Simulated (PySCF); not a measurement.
Spinor energies of Cd(15+) (cadmium, charge +15)

Start: [Ar] 3d10 4s2 4p3; 4p1/2 filled at m_j = -1/2, +1/2; 4p3/2 filled at m_j = +3/2. Calculated with PySCF 2.14 in an even-tempered Gaussian basis (18 s from 0.75 bohr⁻², ratio 2.8; 14 p from 0.97 bohr⁻², ratio 2.8; 9 d from 1.7 bohr⁻², ratio 2.8; 4 f from 6 bohr⁻², ratio 3): generalised Hartree-Fock with the X2C-1e Hamiltonian and a Gaussian nucleus; spin-orbit coupling (SO) screened by Boettger's factors.

```csv
spinor shell,electrons,"ε, screened SO (eV)",weight of nominal j (screened SO),"rms radius, screened SO (bohr)"
1s1/2,2,-27219.4,1.000,0.0348
2s1/2,2,-4444.4,1.000,0.142
2p1/2,2,-4153.9,1.000,0.123
2p3/2,4,-3958.3,1.000,0.128
3s1/2,2,-1152.3,1.000,0.379
3p1/2,2,-1035.1,0.999,0.372
3p3/2,4,-997.15,0.999,0.384
3d3/2,4,-792.20,0.991,0.357
3d5/2,6,-784.36,0.994,0.360
4s1/2,2,-433.85,1.000,0.841
4p1/2,2,-393.12,0.878,0.873
4p3/2,1,-386.80,1.000,0.890
```

```
   quantity  screened SO
E (hartree)  -5509.51728
        M_J          3/2
       ⟨J²⟩        3.767
       ⟨L²⟩        0.884
       ⟨S²⟩        2.740
```

Each row is a mean over spinors that exchange with the open shell spreads, by up to 15.702 eV (4s1/2).

Rows whose weight is well below 1 are mixtures of j = l ± 1/2: exchange outweighs spin-orbit coupling there, and the label is only the starting occupation.

Breit and QED terms are absent; they matter most for the inner s and p1/2 levels.

Densities and radii are taken from the X2C orbitals without a picture-change correction, which distorts them close to the nucleus.
